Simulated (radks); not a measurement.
The numbers below are computed, except where a source is named.
Polarisability of the palladium ion Pd3+, [Kr] 4d7, at imaginary frequency. Code: a radial shooting solver on a logarithmic mesh with Libxc functionals. Model: non-relativistic Kohn-Sham, LB94 model potential, spin-unpolarised, spherical densities, point nucleus; relativity is left out, which matters for an element this heavy. Response by self-consistent Sternheimer equations with the Hartree and adiabatic LDA kernel.

w (hartree)  alpha1(iw) (bohr^3)
0.00266                    4.223
0.0143                     4.222
0.0360                     4.219
0.0697                     4.208
0.118                      4.180
0.186                      4.119
0.280                      3.998
0.413                      3.780
0.605                      3.420
0.892                      2.893
1.35                       2.209
2.12                       1.438
3.59                      0.7344
6.94                      0.2695
17.5                     0.06345

Static values: alpha1 = 4.223 bohr^3 (0.6258 angstrom^3; uncoupled 6.271). C6 = 19.28, triple-dipole C9 = 57.49 atomic units. One-pole (London) frequency 4 C6 / (3 alpha1^2) = 1.441 hartree, against 1.854 for minus the highest occupied eigenvalue.
